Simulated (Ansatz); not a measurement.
The lowest singlet and triplet of PH (SMILES [PH]); geometries from B3LYP-D3(BJ)/def2-TZVP, each state relaxed from the structure named, with no frequency check, low spin by broken symmetry.
Singlet (charge 0, multiplicity 1):
```xyz
2

P      0.00000     0.00000    -0.08930
H      0.00000     0.00000     1.33956
```

A positive gap puts the triplet lower; no zero-point energy. R- takes a restricted singlet, here one determinant of a half-filled degenerate or near-degenerate pair, which mixes singlet states. U- takes an unrestricted singlet (broken symmetry where lower, unprojected). The triplet is unrestricted in single-reference levels.

Codes used: Ansatz (a program for electronic structure) with Gaussian orbitals. Each number belongs to the level named beside it.

Task: One of these levels gives 6.47 kcal/mol for the gap E(singlet) − E(triplet), vertical, at the singlet's geometry. Name it.
A. R-HF/cc-pV(D+d)Z
B. U-PBE/def2-TZVPP (spin-contaminated)
C. U-BHLYP/def2-TZVPP (spin-contaminated)
D. R-SVWN5/def2-TZVPP

Result: C, U-BHLYP/def2-TZVPP (spin-contaminated). The others give 47.63 (R-HF/cc-pV(D+d)Z), 31.31 (R-SVWN5/def2-TZVPP), 7.93 (U-PBE/def2-TZVPP (spin-contaminated))

Doubts at one or more of the structures used: a restricted determinant that unrestricted orbitals would lower (R-HF/cc-pV(D+d)Z, R-SVWN5/def2-TZVPP).
